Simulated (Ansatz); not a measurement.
Input and output for the cluster In3⁺ (the lowest singlet isomer of a short search).

```yaml
crystal:
  periodic: [false, false, false]
  atoms:
    - {symbol: In, position_ang: [-1.628301, -0.615959, 1.180649]}
    - {symbol: In, position_ang: [-0.185930, 0.069312, -2.094115]}
    - {symbol: In, position_ang: [1.814231, 0.546657, 0.913465]}
basis:
  gaussian: {orbitals: STO-3G, final_grid: {core_spheres: 8, valence_spheres: 7, degree: 23}}
total_charge: 1
hamiltonian: {xc: {name: CAM-B3LYP}, dispersion: d3bjatm}
scf: {omitted_lower_state_checks: [starts]}
output: {forces: true}
```

```sh
$ ansatz run in.yaml --threads 2 --pin off --events-out ev --progress --plain --max-ram 4352MiB
```

Output, abridged:

```
Functional definition: CAM-B3LYP
  name "CAM-B3LYP"
  cite "Yanai, Tew & Handy, Chem. Phys. Lett. 393, 51 (2004) doi:10.1016/j.cplett.2004.06.011"
  cite "Iikura, Tsuneda, Yanai & Hirao, J. Chem. Phys. 115, 3540 (2001) doi:10.1063/1.1383587"
  cite "Becke, Phys. Rev. A 38, 3098 (1988) doi:10.1103/PhysRevA.38.3098"
  cite "Lee, Yang & Parr, Phys. Rev. B 37, 785 (1988) doi:10.1103/PhysRevB.37.785"
  cite "Vosko, Wilk & Nusair, Can. J. Phys. 58, 1200 (1980) doi:10.1139/p80-159"
  parameter alpha = 0.19
  parameter beta = 0.46
  parameter omega = 0.33/bohr
  parameter ac = 0.81
  # Exact exchange under (alpha + beta erf(omega r))/r, Becke's under what is left of 1/r.
  exchange = (1 - alpha - beta)*b88_x + beta*b88_x_sr(omega) + alpha*exact_x + beta*exact_x_lr(omega)
  correlation = (1 - ac)*vwn5_c + ac*lyp_c
these checks for a lower state are left out or cut short: starts
1087 factors; integrals over basis functions are off by at most 1.2e-4 eV
165 factors; integrals over basis functions are off by at most 8.6e-7 eV
mean field evaluation 1: about -464083.4462 eV, gradient 1.4e0 eV
mean field evaluation 2: about -464083.4690 eV, gradient 3.2e-1 eV
mean field evaluation 4: about -464083.4680 eV, gradient 1.2e-1 eV
mean field evaluation 8: about -464083.4683 eV, gradient 6.1e-4 eV
mean field -464083.46828017 eV, -17054.7528922233 hartree, gradient 5.9e-5 eV, S^2 0.000000; 0 other end points of the search recorded, 0 dependent functions left out
the calculation of the forces begins
reference -464083.46842285 eV, -17054.7528974666 hartree; 73, 73 occupied and 8, 8 virtual orbitals, 1087 factors
Total energy: -464083.69198862 eV, -17054.7611133571 hartree
Atom 0 at    -1.628301    -0.615959     1.180649 Å, force     1.242183     0.469900    -0.900682 eV/Å
Atom 1 at    -0.185930     0.069312    -2.094115 Å, force     0.141948    -0.052848     1.597698 eV/Å
Atom 2 at     1.814231     0.546657     0.913465 Å, force    -1.384131    -0.417052    -0.697017 eV/Å
Dipole moment:    -0.000001    -0.000000     0.000001 e Å
Checks for a lower state left out: starts
```

Hardware: 2 threads of AMD EPYC 7R43 on a shared host. Wall time 7.5 s.

The restricted singlet is unstable towards broken spin symmetry at other levels; at RKS CAM-B3LYP-D3(BJ)-ATM/STO-3G this wasn't settled.

The dipole of an ion depends on the origin.
